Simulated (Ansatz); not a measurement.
`[NH2][Mo](=[O])(=[O])[Cl]` and `[O]=[Mo](=[O])([OH])[Cl]` differ in one atom or group.

Ansatz, PBE0-D4/def2-TZVP geometries, multiplicity 1. Each molecule was computed in one conformer, which needn't be the lowest.

Elements past krypton have def2 core potentials.

| property | `[NH2][Mo](=[O])(=[O])[Cl]` |
| --- | --- |
| HOMO–LUMO gap (PBE/def2-TZVPP) / eV | 4.20 |
| HOMO–LUMO gap (PBE0/def2-TZVPP) / eV | 6.27 |
| LUMO energy (ωB97M-V/def2-TZVPP) / eV | -0.50 |
| size of the dipole moment (ωB97M-V/def2-TZVPP) / D | 3.83 |
| LUMO energy (PBE0/def2-TZVPP) / eV | -2.57 |
| LUMO energy (PBE/def2-TZVPP) / eV | -3.24 |

Problem. What does the change do to each property? (Estimate.)

Solution. The calculation gave: 
```tsv
property	`[O]=[Mo](=[O])([OH])[Cl]`	shift
HOMO–LUMO gap (PBE/def2-TZVPP) / eV	4.31	0.11
HOMO–LUMO gap (PBE0/def2-TZVPP) / eV	6.62	0.35
LUMO energy (ωB97M-V/def2-TZVPP) / eV	-0.82	-0.32
size of the dipole moment (ωB97M-V/def2-TZVPP) / D	2.74	-1.09
LUMO energy (PBE0/def2-TZVPP) / eV	-2.95	-0.38
LUMO energy (PBE/def2-TZVPP) / eV	-3.62	-0.38
```

With PBE0 the HOMO falls by 0.72 eV and the LUMO falls by 0.38 eV, so the gap widens by about 0.34 eV. PBE moves the HOMO by -0.49 eV and ωB97M-V by -0.80 eV. The zero-point energy changes by -32.3 kJ/mol with -3 modes. Dipoles are sizes alone; their direction can turn.
